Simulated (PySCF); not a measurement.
# A small calculation by hand: entropy of an ideal gas

W(O)(NH)(F)(Cl) (ClFHNOW), SMILES [Cl][W]([F])(=[NH])=[O], multiplicity 1.

Coordinates come from a PBE-D3(BJ)/def2-SVP optimisation. The multiplicity is an assumed one; no other spin state was optimised. The structure was generated by enumeration; whether it is a known compound was not checked. The def2 effective core potentials stand for the cores of W; spin–orbit coupling is left out.

PySCF with PBE-D3(BJ)/def2-SVP gives the harmonic wavenumbers 136, 175, 224, 241, 310, 402, 530, 611, 682, 969, 1002, 3526 cm⁻¹ and the rotational temperatures 0.1720, 0.0919, 0.0864 K. The molar mass is 269.30 g/mol, the symmetry number 1, the spin multiplicity 1.

Q: Work out the entropy at 298.15 K and 1 atm in the rigid-rotor, harmonic-oscillator model.

A: 
Translation (Sackur–Tetrode at 1 atm): S = R[1.5 ln M + 2.5 ln T − 1.16487] = 178.5 J/(mol K).
Rotation: q = (√π/σ) T^1.5/√(θA θB θC) = 247000, S = R[ln q + 3/2] = 115.7 J/(mol K).
Vibration: with u = 1.4388 ν/T, each mode gives R[u/(e^u − 1) − ln(1 − e^−u)]:
```json
[
 {"ν (cm⁻¹)": "136", "modes": "1", "u": "0.66", "S (J/(mol K))": "11.96"},
 {"ν (cm⁻¹)": "175", "modes": "1", "u": "0.84", "S (J/(mol K))": "9.96"},
 {"ν (cm⁻¹)": "224", "modes": "1", "u": "1.08", "S (J/(mol K))": "8.06"},
 {"ν (cm⁻¹)": "241", "modes": "1", "u": "1.16", "S (J/(mol K))": "7.51"},
 {"ν (cm⁻¹)": "310", "modes": "1", "u": "1.50", "S (J/(mol K))": "5.70"},
 {"ν (cm⁻¹)": "402", "modes": "1", "u": "1.94", "S (J/(mol K))": "4.00"},
 {"ν (cm⁻¹)": "530", "modes": "1", "u": "2.56", "S (J/(mol K))": "2.46"},
 {"ν (cm⁻¹)": "611", "modes": "1", "u": "2.95", "S (J/(mol K))": "1.80"},
 {"ν (cm⁻¹)": "682", "modes": "1", "u": "3.29", "S (J/(mol K))": "1.37"},
 {"ν (cm⁻¹)": "969", "modes": "1", "u": "4.68", "S (J/(mol K))": "0.44"},
 {"ν (cm⁻¹)": "1002", "modes": "1", "u": "4.84", "S (J/(mol K))": "0.39"}
]
```
The stiffer modes add less than 0.005 each. Sum 53.7 J/(mol K).
Spin: R ln 1 = 0.0 J/(mol K).
Total 347.9 J/(mol K); the program's own thermochemistry gives 347.9. Translation makes up 51 % and vibration 15 %. Anharmonicity, hindered rotation and orbital degeneracy are left out.
